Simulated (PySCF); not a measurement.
**Titanium: highly charged ions in a basis for the neutral atom**

Ti⁶⁺ [Ne] 3s2 3p4, Ti⁷⁺ [Ne] 3s2 3p3. Calculation: PySCF 2.14, in cc-pVTZ-DK (7s6p4d2f1g, 68 functions); scalar relativity by spin-free X2C-1e. No spin-orbit coupling, so a gap to NIST mixes the basis error with missing relativistic terms.

Changed run: basis of the neutral atom used for a highly charged ion. This setting is unsound on purpose.

```json
{"species": "Ti⁶⁺", "method": "UHF", "sound run (hartree)": "not run", "changed run (hartree)": "-841.57773", "converged": "yes"}
{"species": "Ti⁶⁺", "method": "BP86", "sound run (hartree)": "not run", "changed run (hartree)": "-842.35816", "converged": "yes"}
{"species": "Ti⁶⁺", "method": "TPSS", "sound run (hartree)": "not run", "changed run (hartree)": "-842.30221", "converged": "yes"}
{"species": "Ti⁷⁺", "method": "UHF", "sound run (hartree)": "not run", "changed run (hartree)": "-836.45646", "converged": "yes"}
{"species": "Ti⁷⁺", "method": "BP86", "sound run (hartree)": "not run", "changed run (hartree)": "-837.16759", "converged": "yes"}
{"species": "Ti⁷⁺", "method": "TPSS", "sound run (hartree)": "not run", "changed run (hartree)": "-837.11611", "converged": "yes"}
```

Ionisation energy of Ti⁶⁺:

```csv
method,changed run (eV),NIST (eV)
UHF,139.36,140.68 ± 0.18
BP86,141.24,140.68 ± 0.18
TPSS,141.12,140.68 ± 0.18
```

The contracted functions were made for the neutral atom and can be too rigid for a highly charged ion.
